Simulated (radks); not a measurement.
Values are calculated unless marked as measured or tabulated.
The mean radii <r> (bohr) of the occupied orbitals of an atom or ion are listed with their occupations. Code: a radial shooting solver on a logarithmic mesh with Libxc functionals. Model: Dirac Kohn-Sham, BLYP, spin-unpolarised, spherical densities, finite nucleus; Fermi nuclear charge, rms radius of each element as measured or else 0.836 A^(1/3) + 0.57 fm.

orbital  occ.      <r>
1s1/2       2  0.02558
2s1/2       2   0.1086
2p1/2       2  0.09133
2p3/2       4  0.09720
3s1/2       2   0.2750
3p1/2       2   0.2626
3p3/2       4   0.2724
3d3/2       4   0.2392

Name the element and its charge. Open shells, if any, fill j = l - 1/2 first.

Answer. Z = 56, barium, charge +34: Ba34+ in [Ar] 3d4. The 1s radius gives Z: for a bare nucleus <r> = (2 gamma + 1)/(2Z) with gamma = sqrt(1 - (Z/c)^2), 0.02523 bohr for Z = 56, and screening makes it slightly larger (0.02558 here). The occupations add up to 22, and the charge is Z minus that.
